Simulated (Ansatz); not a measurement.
```yaml
atoms:
  - { symbol: Cr, position_ang: [0.0000, 0.0000, 0.0000] }
  - { symbol: Cu, position_ang: [0.0000, 0.0000, 6.9000] }
```

Basis set: pcseg-2 (spherical functions). Some runs use density fitting. Charge 0, multiplicity 6.

Computed with Ansatz (development build ahead of 0.2.0); each method stands on the lowest determinant of its kind that the runs found.

Q: Give the atomization energy at this shape (free ground-state atoms in the same class of orbitals less the molecule, no zero-point energy) of sextet CrCu by PBE0 (unrestricted), PBE (unrestricted).

A:

| method | atomization energy |
| --- | --- |
| PBE0 (unrestricted) | 0.03 kcal/mol |
| PBE (unrestricted) | 0.09 kcal/mol |

Caution: charge can spread falsely over distant fragments; other spin multiplicities were not run; the shape is not the minimum; the unrestricted determinant is a mixture of spin states.
